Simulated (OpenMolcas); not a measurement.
Dy2+ with its 6 nearest bromide ions, on the Ca site of CsCaBr3 (a = 5.69 Å, distance in the model lattice 2.845 Å). The rest of the host is ab initio model potentials to 7.6 Å, with orthogonalisation functions on the cations behind the ligands, and point charges beyond; the distance is set by hand and nothing relaxes. Ligand basis ANO-RCC-VDZP.

* Program: OpenMolcas 26.06
* Method: CASSCF
* Basis: ANO-RCC-VDZP [7s6p4d2f1g]
* Scalar Hamiltonian: DKH2, point nucleus
* Active space: 10 electrons in 7 orbitals (4f)
* State averaging: 2S+1 = 5 even, 35 roots (33 in the spin-orbit step); 2S+1 = 3 even, 106 roots kept (CI in the orbitals of an earlier block); 2S+1 = 1 even, 44 roots kept (CI in the orbitals of an earlier block, 31 in the spin-orbit step)
* Spin-orbit coupling: RASSI with atomic mean-field integrals over the reference wave functions

All ligands move together. At R = 2.845 Å the width of the lowest J multiplet is 56 cm-1, and at R = 2.98 Å it is 47 cm-1.

A third run gives 50 cm-1. What distance was it run at?

With a power law R^-n the two known points give n = -ln(47 / 56) / ln(2.98 / 2.845) = 3.78. Then R = 2.845 × (56 / 50)^(1/3.78) = 2.932 Å. The run was at 2.933 Å, so the estimate is off by -0.001 Å.

High states are left out of the spin-orbit mixing, which shifts the levels that they would mix with. Without dynamic correlation the ligand-field splitting of an f shell can come out too small, at times by half. A group larger than the point group allows holds several states that coincide in this model. No measured value stands beside these numbers; the geometry was set by hand and not optimised.
